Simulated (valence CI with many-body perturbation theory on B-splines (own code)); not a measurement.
Ag XVII: one-electron terms

Level of theory: configuration interaction combined with many-body perturbation theory (CI+MBPT): three valence electrons over a frozen Dirac-Fock core [Ar] 3d10, radial functions for each j: 11 s, 11 p, 9 d, 7 f, 5 g, 2 h, 1 i, with the one-electron correlation potential Σ1, the two-electron term Σ2, the three-electron term Σ3, Breit, model QED; selected CI, second order for the rest (own B-spline code, finite nucleus).

No measured spectrum was set against this ion. As an estimate, levels hold to about 250 cm⁻¹ or 0.2 % of their energy and the worst to 1 %, as in measured heavy ions of charge 2 to 7; those with d or f electrons hold less well.

These are the spectroscopic orbitals of the CI (the correlating ones are not listed), shaped by the core and the other valence electrons. h is the expectation value of the core's Dirac-Fock operator, without the valence repulsion; Σ1 is computed up to l = 3 at one energy for each symmetry, that of its lowest orbital but kept below the first core excitation, so for empty shells it is not the orbital's own correlation shift; Breit and QED include the response of the core.

```
Orbital  h (hartree)  Σ1 (cm⁻¹)  Breit (cm⁻¹)  QED (cm⁻¹)  ⟨r⟩ (bohr)
  4s1/2      -18.357     -11477          1594        1231      0.8091
  5s1/2      -10.445      -3724           655         508       1.432
  6s1/2       -6.753      -1704           325         254       2.237
  7s1/2      -4.7278       -941           187         146       3.215
  4p1/2      -16.923     -11109          2457       -64.7      0.8313
  5p1/2      -9.7894      -3683          1011       -26.2       1.489
  6p1/2      -6.4051      -1757           523       -13.5       2.318
  7p1/2       -4.521       -989           307        -7.9       3.323
  4p3/2      -16.625     -10439          1534        53.4      0.8476
  5p3/2      -9.6595      -3529           633        22.2       1.510
  6p3/2      -6.3364      -1697           341        11.6       2.344
  7p3/2      -4.4803       -960           200         6.8       3.354
  4d3/2      -14.278      -9881           791       -70.1      0.8892
  5d3/2      -8.5995      -3610           354       -30.2       1.605
  6d3/2      -5.7677      -1819           193       -16.2       2.488
  4d5/2      -14.222      -9704           411       -37.3      0.8935
  5d5/2      -8.5739      -3552           179       -15.9       1.610
  6d5/2      -5.7537      -1791          97.2        -8.5       2.494
  4f5/2      -11.789      -8424           119       -19.5      0.9210
  5f5/2      -7.5135      -3104          65.1       -11.2       1.691
  4f7/2      -11.785      -8329         -22.2       -13.5      0.9217
  5f7/2      -7.5102      -3060         -12.5        -7.9       1.692
  5g7/2      -7.1785                      0.4        -1.1       1.588
  5g9/2      -7.1773                     -3.7         0.2       1.588
```

Among the shells of the start configuration 4s2 4p1, Σ1 is largest in size for 4s1/2, where it is 0.28 % of h.

Lowest root of each symmetry, sizes in configuration state functions:

| J | Parity | Roots | Reference | Variational | Second order | Change by selected CI (cm⁻¹) | Change by second order (cm⁻¹) |
| --- | --- | --- | --- | --- | --- | --- | --- |
| 1/2 | even | 10 | 53 | 7641 | 15979 | -944 | 0 |
| 3/2 | even | 12 | 82 | 11803 | 29302 | -668 | -1 |
| 5/2 | even | 11 | 84 | 13525 | 33361 | -911 | -1 |
| 7/2 | even | 6 | 61 | 12897 | 43466 | -1737 | -3 |
| 9/2 | even | 3 | 41 | 9276 | 33652 | -1995 | -3 |
| 1/2 | odd | 7 | 52 | 6811 | 19333 | -1929 | -1 |
| 3/2 | odd | 12 | 85 | 11760 | 32814 | -1888 | -1 |
| 5/2 | odd | 10 | 84 | 13072 | 50405 | -1541 | -2 |
| 7/2 | odd | 6 | 64 | 11585 | 54611 | -1173 | -2 |
| 9/2 | odd | 2 | 34 | 8166 | 43714 | -1004 | -4 |
